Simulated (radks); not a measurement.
Removal energies from the germanium ion Ge5+, [Ar] 3d(3/2: 4, 5/2: 5), by Delta-SCF beside the eigenvalue of the level emptied. Method: Dirac Kohn-Sham, BLYP, spin-unpolarised, spherical densities, finite nucleus; Fermi nuclear charge, rms radius of each element as measured or else 0.836 A^(1/3) + 0.57 fm; computed with a radial shooting solver on a logarithmic mesh with Libxc functionals. Sub-shells are occupied by j as written (lower j first in brackets).

removed from                             final configuration  Delta-SCF (eV)  -eigenvalue (eV)
3d5/2                                [Ar] 3d(3/2: 4, 5/2: 4)          118.03            103.97
3d3/2                                [Ar] 3d(3/2: 3, 5/2: 5)          118.72            104.61
3p3/2         [Ne] 3s2 3p(1/2: 2, 3/2: 3) 3d(3/2: 4, 5/2: 5)          204.65            190.03
3p1/2         [Ne] 3s2 3p(1/2: 1, 3/2: 4) 3d(3/2: 4, 5/2: 5)          209.19            194.43
